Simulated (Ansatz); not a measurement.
Cartesian coordinates in Å:
```
C -0.364 -0.787 0.343
B 0.010 0.724 0.290
F -0.352 1.519 1.293
Se 0.987 1.621 -1.139
H -1.454 -0.887 0.408
H -0.014 -1.370 -0.507
H 0.037 -1.230 1.261
H 1.149 0.410 -1.949
```

Charge 0, multiplicity 1.

**Question.** List the CAM-B3LYP/def2-TZVPP orbital energies in eV (Ansatz). (An estimate is asked.)

**Answer.** Ansatz gave: Occupied: -12352.89, -1582.09, -1420.30, -1420.26, -1420.24, -673.93, -278.50, -214.69, -187.73, -158.82, -158.67, -158.58, -59.62, -59.58, -59.50, -59.39, -59.39, -35.37, -22.15, -21.35, -17.09, -15.03, -14.79, -13.45, -12.95, -12.91, -11.98, -9.98, -8.78. Lowest empty: 0.80, 1.00, 1.74, 3.00, 3.35, 3.54, 4.06, 4.37.
